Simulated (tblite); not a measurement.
Q: Write Cartesian coordinates for InChI=1S/C8H7F/c1-3-4-5-6-7-8(2)9/h2-3H2,1H3 as optimised with GFN2-xTB.

A: 
```
atom  x, y, z in Å
C1    -3.8837   -0.4351    2.1361
C2    -3.5878   -0.1396    0.8748
F3    -4.5879    0.1055   -0.0099
C4    -2.2951   -0.0485    0.3301
C5    -1.2057    0.0436   -0.1944
C6     0.0284    0.1362   -0.7407
C7     1.1178    0.2257   -1.2565
C8     2.4364    0.3226   -1.8346
C9     3.5233    0.0470   -0.7931
H10   -3.1051   -0.6315    2.8484
H11   -4.9056   -0.4828    2.4662
H12    2.5651    1.3267   -2.2518
H13    2.5148   -0.3976   -2.6556
H14    3.4606    0.7645    0.0221
H15    4.5068    0.1249   -1.2504
H16    3.4099   -0.9526   -0.3795
```

Orientation and origin are arbitrary. Atoms count from 1 in this order. The 9 heavy atoms lie in one plane (0.002 Å rms). The C–C distances run from 1.209 Å (C6≡C7, drawn triple) to 1.530 Å (C8–C9, drawn single), a spread of 0.321 Å.

Bonds between heavy atoms (Å): C1=C2 1.329, C2–F3 1.358, C2–C4 1.406, C4≡C5 1.213, C5–C6 1.353, C6≡C7 1.209, C7–C8 1.443, C8–C9 1.530.

Structure optimised with GFN2-xTB, isolated species.

Point group: Cs (tolerance 0.08 Å). Its lowest GFN2-xTB frequency is 10 cm⁻¹, too small to tell a flat minimum from a shallow saddle.

All values are computed, not measured.
